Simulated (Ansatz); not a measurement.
**Question.** Name a neutral molecule of C, I, Si and H with HOMO energy (PBE/def2-TZVPP) between -6.25 and -5.95 eV and HOMO–LUMO gap (PBE/def2-TZVPP) between 4.05 and 4.35 eV (Ansatz, PBE0-D4/def2-TZVP geometry).

**Answer.** `IC1=C[SiH2]1` (-6.14 eV, 4.12 eV); `[SiH3]CI` (-6.17 eV, 4.15 eV); `[SiH3]/C=C/I` (-6.14 eV, 4.28 eV); `CC([SiH3])I` (-6.11 eV, 4.14 eV). Other molecules can fit too; these were computed, each in one conformer that needn't be the lowest.
